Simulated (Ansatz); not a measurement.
CH₆FGeN (`N[CH](F)[GeH3]`) at its PBE0-D4/def2-TZVP geometry, where that method's forces vanish. The species carries charge 0 and has multiplicity 1.

```xyz
10

N     0.3869    1.4509   -0.1926
C     0.2561    0.1371   -0.6661
F    -0.7213    0.0112   -1.6858
Ge   -0.2418   -1.1058    0.7969
H    -0.4465    1.8000    0.2598
H     0.6935    2.1045   -0.9014
H     1.1950   -0.1741   -1.1313
H    -1.3977   -0.4624    1.5829
H    -0.6876   -2.4517    0.2106
H     0.9633   -1.3098    1.7271
```

Question: What forces (eV/Å) does ωB97M-V/def2-TZVPP give on these atoms in the Gaussian-basis code of Ansatz? (Estimate.)

Answer: The calculation gave: 
```
N1   0.004  0.283  0.055
C2   0.208 -0.348  0.086
F3  -0.132  0.006 -0.114
Ge4 -0.022 -0.029  0.026
H5   0.023 -0.013 -0.020
H6  -0.025 -0.031  0.035
H7  -0.086  0.039  0.032
H8   0.083 -0.038 -0.063
H9   0.035  0.108  0.040
H10 -0.088  0.021 -0.076
```
